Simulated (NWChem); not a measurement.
CH5NOSn, singlet; SMILES [NH2][Sn][O]C

```xyz
9

Sn     0.2634    -0.6210     0.0000
O      0.7653     1.3569     0.0000
C     -0.1542     2.4134     0.0000
H     -0.8237     2.4194     0.8976
H      0.3912     3.3852     0.0000
H     -0.8237     2.4194    -0.8976
N     -1.7728    -0.2976     0.0000
H     -2.2296     0.6198     0.0000
H     -2.4696    -1.0483     0.0000
```
Atoms are numbered in this order, from 1.

Program: NWChem. Low-valent species are run as closed-shell singlets; no triplet was tried in these runs. Geometry: optimised at PBE-D3(BJ)/def2-SVP. def2 effective core potentials on Sn; no spin-orbit coupling. Total energies compare along this basis series because the functional is fixed.

```
level             basis functions  energy (Ha)  highest occupied level (eV)  orbital gap (eV)  dipole (D)
----------------  ---------------  -----------  ---------------------------  ----------------  ----------
B3LYP/def2-SVP                 93    -385.3528                          ___              4.90         ___
B3LYP/def2-SVPD               135    -385.3785                        -6.97              4.99        2.00
B3LYP/def2-TZVP               173    -385.5747                        -6.87              4.93        2.02
B3LYP/def2-TZVPP              213    -385.5777                        -6.87              4.93        2.00
```

Question: Some entries are withheld; supply them.

Answer: 
- B3LYP/def2-SVP, highest occupied level (eV): -6.61
- B3LYP/def2-SVP, dipole (D): 2.19
